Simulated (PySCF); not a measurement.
Simulated absorption spectrum

C7H16Ge.
SMILES: `[CH3][Ge]1([CH3])[CH2]CCC[CH2]1`

Computed with TDDFT PBE0/def2-SVPD, vertical, gas phase, core orbitals frozen in the response in PySCF 2.14.0, density-fitted response routines. The structure is a single PBE0-D3(BJ)/def2-SVP conformer in the gas phase; no vibrational or solvent corrections. The PBE0/def2-SVPD calculation is non-relativistic and has no spin–orbit coupling, an omission that weighs most on germanium.

Computed states:

```csv
state,E (eV),f
S1,6.69,0.013
S2,7.20,0.0074
S3,7.21,0.022
S4,7.35,0.0000
S5,7.52,0.047
S6,7.53,0.025
S7,7.78,0.038
S8,7.93,0.0086
S9,8.06,0.014
S10,8.08,0.0047
```

Each state is given a Gaussian of 0.25 eV full width at half maximum, with ε(max) = 2.175×10⁸ f / Δν̃ (Δν̃ the width in cm⁻¹). The width is an assumption, not a result. The curve ends short of the highest state used, and states not computed would add to its high-energy end.

(1) Give the broadened spectrum and its maxima.

(2) On this curve, what absorbance would a 10⁻⁴ mol/L sample give at 193 nm over a 1 cm path?

(3) Coming from long wavelengths, where does ε first pass 100 L mol⁻¹ cm⁻¹?

Answers

(1) 
```json
{"E (eV)": "6.31", "ε (L mol⁻¹ cm⁻¹)": "2"}
{"E (eV)": "6.35", "ε (L mol⁻¹ cm⁻¹)": "9"}
{"E (eV)": "6.38", "ε (L mol⁻¹ cm⁻¹)": "20"}
{"E (eV)": "6.41", "ε (L mol⁻¹ cm⁻¹)": "44"}
{"E (eV)": "6.45", "ε (L mol⁻¹ cm⁻¹)": "110"}
{"E (eV)": "6.48", "ε (L mol⁻¹ cm⁻¹)": "200"}
{"E (eV)": "6.51", "ε (L mol⁻¹ cm⁻¹)": "333"}
{"E (eV)": "6.55", "ε (L mol⁻¹ cm⁻¹)": "583"}
{"E (eV)": "6.58", "ε (L mol⁻¹ cm⁻¹)": "808"}
{"E (eV)": "6.61", "ε (L mol⁻¹ cm⁻¹)": "1033"}
{"E (eV)": "6.65", "ε (L mol⁻¹ cm⁻¹)": "1267"}
{"E (eV)": "6.68", "ε (L mol⁻¹ cm⁻¹)": "1345"}
{"E (eV)": "6.71", "ε (L mol⁻¹ cm⁻¹)": "1318"}
{"E (eV)": "6.75", "ε (L mol⁻¹ cm⁻¹)": "1134"}
{"E (eV)": "6.78", "ε (L mol⁻¹ cm⁻¹)": "923"}
{"E (eV)": "6.81", "ε (L mol⁻¹ cm⁻¹)": "696"}
{"E (eV)": "6.85", "ε (L mol⁻¹ cm⁻¹)": "429"}
{"E (eV)": "6.88", "ε (L mol⁻¹ cm⁻¹)": "287"}
{"E (eV)": "6.91", "ε (L mol⁻¹ cm⁻¹)": "211"}
{"E (eV)": "6.95", "ε (L mol⁻¹ cm⁻¹)": "228"}
{"E (eV)": "6.98", "ε (L mol⁻¹ cm⁻¹)": "345"}
{"E (eV)": "7.01", "ε (L mol⁻¹ cm⁻¹)": "568"}
{"E (eV)": "7.05", "ε (L mol⁻¹ cm⁻¹)": "1047"}
{"E (eV)": "7.08", "ε (L mol⁻¹ cm⁻¹)": "1530"}
{"E (eV)": "7.11", "ε (L mol⁻¹ cm⁻¹)": "2068"}
{"E (eV)": "7.15", "ε (L mol⁻¹ cm⁻¹)": "2740"}
{"E (eV)": "7.18", "ε (L mol⁻¹ cm⁻¹)": "3099"}
{"E (eV)": "7.21", "ε (L mol⁻¹ cm⁻¹)": "3267"}
{"E (eV)": "7.25", "ε (L mol⁻¹ cm⁻¹)": "3212"}
{"E (eV)": "7.28", "ε (L mol⁻¹ cm⁻¹)": "3076"}
{"E (eV)": "7.32", "ε (L mol⁻¹ cm⁻¹)": "3045"}
{"E (eV)": "7.35", "ε (L mol⁻¹ cm⁻¹)": "3322"}
{"E (eV)": "7.38", "ε (L mol⁻¹ cm⁻¹)": "3946"}
{"E (eV)": "7.42", "ε (L mol⁻¹ cm⁻¹)": "5245"}
{"E (eV)": "7.45", "ε (L mol⁻¹ cm⁻¹)": "6362"}
{"E (eV)": "7.48", "ε (L mol⁻¹ cm⁻¹)": "7339"}
```

Maxima: 185 nm (6.69 eV), ε about 1300, made up of S1 (100%); 172 nm (7.22 eV), ε about 3300, made up of S2 (24%) and S3 (72%) (ε in L mol⁻¹ cm⁻¹; maxima over ε = 5, shares over 10%). At its high-energy end, 7.48 eV, the curve is still rising (ε about 7300, from S5 and S6).

(2) 193 nm is 6.424 eV, where ε is about 62 L mol⁻¹ cm⁻¹, so A = ε c l ≈ 0.0062 (Beer–Lambert, with the gas-phase spectrum and the assumed width).

(3) At about 192 nm (6.45 eV), 0.24 eV below S1.

All these states lie below the vertical ionisation energy of 8.90 eV (ΔSCF).

Without π bonds the low states are Rydberg-like; a valence basis with one diffuse set may place them up to an eV too high.
